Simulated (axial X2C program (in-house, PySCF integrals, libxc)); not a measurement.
**Estimating the spin–orbit splitting of the π levels of LiBr**

Computed with an in-house relativistic program for diatomic molecules. Spin-free means the one-electron spin-free X2C Hamiltonian; two-component (2c) means X2C with spin–orbit coupling and atomic mean-field two-electron Coulomb and Gaunt terms, so the difference of the two also holds small scalar two-electron terms. Basis: Br dyall-cv3z [8s9p6d4f1g], Li dyall-cv3z [7s8p2d] (cores contracted in-house); Gaussian nuclei, density fitting, unrestricted open shells. Masses: Br 78.918 u, Li 7.016 u.

Hartree–Fock at 2.173 Å, closed shell. Valence p splittings ε(p3/2) − ε(p1/2) of spherical Dirac–Hartree–Fock atoms with fractionally filled p shells: Br 4p 0.555 eV.

```csv
"filled π level (eV), spin-free",Br p share,Li p share
-9.55,0.90,0.06
```

Question: In first order a p shell splits by 3ζ/2 and a π orbital by ζ. Estimate the splitting of each π level from the shares.

Answer: level -9.55 eV: (2/3) × (0.90 × 0.555) = 0.33 eV.

The two-component Hartree–Fock calculation gives:

```
ε(ω = 1/2) (eV)  σ share of it  ε(ω = 3/2) (eV)  splitting (eV)  estimate (eV)
         -9.647           0.11           -9.374            0.27           0.33
```

The estimate leaves out the mixing of π1/2 with σ1/2 levels, which pushes the ω = 1/2 spinor up or down, the d and f parts of the orbital, small shares of the strongly split outer-core p shell of a metal, the Gaunt term (absent from the atomic values), and the change of the atomic p orbitals with charge; Löwdin shares depend on the basis.
